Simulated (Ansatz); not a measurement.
Consider the formal exchange of groups at a B–F bond: `FB(Cl)[SeH]` + CH₄ → `CB(Cl)[SeH]` + H–F.

Computed with Ansatz on PBE0-D4/def2-TZVP structures; ΔE is electronic, products minus reactants. CCSD(T)/CBS is the MP2 limit (def2-TZVPP, def2-QZVPP) plus CCSD(T) − MP2 in def2-TZVPP, frozen cores. This one scheme is used for every species. Functionals use def2-TZVPP. B3LYP here is the variant with VWN-RPA as its local correlation; programs differ in this. For Se outer-core shells are correlated without core-valence functions, which leaves a few kJ/mol of doubt a bond. Scalar relativity is left out up to krypton. Each species was taken in one conformer, which may not be the lowest.

| species | B3LYP-D4 energy (Eh) |
| --- | --- |
| `FB(Cl)[SeH]` | -2987.30094 |
| CH₄ | -40.54051 |
| `CB(Cl)[SeH]` | -2927.29943 |
| H–F | -100.49283 |

**Question.** Work out ΔE.

**Answer.** ΔE = (-2927.29943) + (-100.49283) − (-2987.30094) − (-40.54051) = 0.04919 Eh = +129.1 kJ/mol. CCSD(T)/CBS gives +116.0 kJ/mol.

Largest T1 diagnostic among the species: 0.011.

In def2-TZVPP, CCSD(T) changes the Hartree–Fock value by −20.4 kJ/mol (the triples alone add −1.8 kJ/mol) and MP2 by −24.4 kJ/mol. Leaving LDA and LC-ωPBE aside and taking each functional with its dispersion term where it has one, the values, not all of them listed here, spread over 17.1 kJ/mol, from revPBE-D4 to B97M-V. LDA lies −3.3 kJ/mol from PBE without D4.
